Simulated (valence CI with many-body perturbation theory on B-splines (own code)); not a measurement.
## From CI to CI+MBPT in Ba³⁵⁺

Computed by configuration interaction combined with many-body perturbation theory (CI+MBPT): three valence electrons over a frozen Dirac-Fock core [Ar], radial functions for each j: 9 s, 9 p, 10 d, 8 f, 5 g, 3 h, 1 i, with the one-electron correlation potential Σ1, the two-electron term Σ2, the three-electron term Σ3, Breit, model QED; selected CI, second order for the rest (own B-spline code, finite nucleus).

The last digits are not significant, and no measured levels were compared; by estimate large intervals hold to a few tenths of a per cent, small ones and those within an open d or f shell to about a per cent. Only levels of the ground parity were solved; by the run's estimate the other parity begins above the list, which can be wrong where configurations are misplaced.

Each rung adds one term. CI alone is the Dirac-Coulomb CI over the frozen core; QED comes last and gives the full result, which names the levels. Energies are above (3d3/2^3) J=3/2 on the same rung, in eV.

Levels are named by their leading jj configuration (3d3/2^4 stands for four electrons in 3d with j = 3/2), which in mixed levels can hold well under half, so a name can repeat and another be missing. Letters in brackets count levels of one name in rising energy.

```tsv
Level	CI alone	+ Σ1	+ Σ2	+ Σ3	+ Breit	Full
(3d3/2^2 3d5/2) J=5/2 [a]	13.978	14.088	14.354	14.379	13.759	13.811
(3d3/2^2 3d5/2) J=3/2	19.697	19.801	19.552	19.678	19.219	19.265
(3d3/2^2 3d5/2) J=7/2	20.385	20.513	20.702	20.705	19.681	19.739
(3d3/2^2 3d5/2) J=9/2	22.054	22.174	22.386	22.365	21.179	21.233
(3d3/2^2 3d5/2) J=1/2	23.046	23.160	22.741	22.889	22.308	22.359
(3d3/2^2 3d5/2) J=5/2 [b]	34.873	35.037	34.632	34.671	33.853	33.925
(3d3/2 3d5/2^2) J=7/2 [a]	35.428	35.646	35.936	35.913	34.636	34.736
(3d3/2 3d5/2^2) J=9/2	37.702	37.934	38.322	38.364	36.721	36.827
(3d3/2 3d5/2^2) J=3/2 [a]	41.390	41.621	41.460	41.421	40.392	40.496
(3d3/2 3d5/2^2) J=1/2	43.233	43.468	43.130	43.342	42.202	42.308
(3d3/2 3d5/2^2) J=11/2	45.156	45.395	45.730	45.764	43.832	43.937
(3d3/2 3d5/2^2) J=5/2 [a]	47.709	47.930	47.387	47.306	46.173	46.270
(3d3/2 3d5/2^2) J=5/2 [b]	49.888	50.127	49.721	49.738	48.591	48.694
(3d3/2 3d5/2^2) J=7/2 [b]	52.390	52.629	52.133	52.217	50.752	50.854
(3d5/2^3) J=9/2	57.958	58.305	58.715	58.681	56.618	56.776
(3d5/2^3) J=3/2	59.490	59.796	59.481	59.615	58.262	58.397
(3d3/2 3d5/2^2) J=3/2 [b]	72.269	72.581	71.699	71.717	70.398	70.530
(3d5/2^3) J=5/2	76.538	76.888	76.335	76.353	74.820	74.970
```

**Question.** How does the ionisation energy move along the ladder, and which term matters most?

**Answer.** CI alone 2343.8, + Σ1 2346.4, + Σ2 2352.0, + Σ3 2352.0, + Breit 2350.5, + QED 2350.6 eV. The largest step is Σ2, 5.5 eV. NIST lists 2349 ± 5 eV (theoretical).
